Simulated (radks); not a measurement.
Se3+, configuration [Ar] 3d10 4s2 4p1. All-electron calculation, Dirac Kohn-Sham, HCTH/407, spin-unpolarised, spherical densities, finite nucleus; open shells fill j = l - 1/2 first; Fermi nuclear charge, rms radius 4.14 fm. Program: a radial shooting solver on a logarithmic mesh with Libxc functionals.

Normalised radial functions P(r) = r R(r) (large component), r in bohr:

r          3d5/2
0.002569  0.0000
0.003895  0.0000
0.005857  0.0001
0.008878  0.0004
0.01346   0.0013
0.0204    0.0042
0.03068   0.0126
0.04651   0.0371
0.0705    0.1010
0.106     0.2433
0.1607    0.5148
0.2436    0.8946
0.3693    1.2092
0.5554    1.2063
0.8419    0.8484
1.276     0.3926
1.919     0.1076
2.909     0.0123
4.41      0.0004
6.685     0.0000

3d5/2: eigenvalue -90.544 eV, 0 radial nodes, <r> = 0.624 bohr, 90 % of the charge inside 1.03 bohr.
